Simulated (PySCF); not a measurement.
Species: C6H8OP (charge -1).
Structure used (GFN2-xTB), in Å, numbered top down from 1:
```xyz
16
C6H8OP angstrom
C     -2.506    0.056    0.035
O     -1.235    0.595    0.187
C     -0.172   -0.289   -0.090
C     -0.267   -1.601   -0.490
P      1.306   -2.331   -0.722
C      2.057   -0.827   -0.267
C      1.152    0.167    0.041
C      1.506    1.561    0.465
H     -2.688   -0.281   -0.996
H     -2.673   -0.798    0.707
H     -3.217    0.850    0.281
H     -1.180   -2.155   -0.653
H      3.131   -0.699   -0.234
H      1.105    1.779    1.458
H      2.589    1.687    0.492
H      1.085    2.296   -0.226
```

Mayer bond orders were computed from the PBE0/pcSseg-1 density (PySCF). The structure is a single GFN2-xTB conformer in the gas phase; no vibrational or solvent corrections. The pcSseg-1 basis has no diffuse functions, a weakness for an anion. The HOMO energy is positive at this level (+0.04 eV), so the outermost electrons may be held by the finite basis alone.

Problem. Rank these bonds by Mayer order, highest first.
A. C7–C8
B. C3–C4
C. C1–O2
D. C4–P5
E. C7–C3

Solution. B (1.48), E (1.33), D (1.20), A (1.06), C (0.97).

Problem. Set the orders of all bonds between heavy atoms beside their lengths and the difference of the Hirshfeld charges at their ends.

Solution. 
```csv
bond,Mayer order,length (Å),q(first) − q(second) (e)
C6–C7,1.492,1.380,-0.121
C3–C4,1.484,1.375,+0.218
C7–C3,1.328,1.407,-0.076
P5–C6,1.292,1.742,-0.049
C4–P5,1.204,1.750,+0.029
C7–C8,1.061,1.499,+0.059
C1–O2,0.975,1.389,+0.092
O2–C3,0.941,1.409,-0.140
```

The Mayer order sums products of elements of PS (density times overlap matrix) between the two atoms' basis functions, so it depends on the basis set.
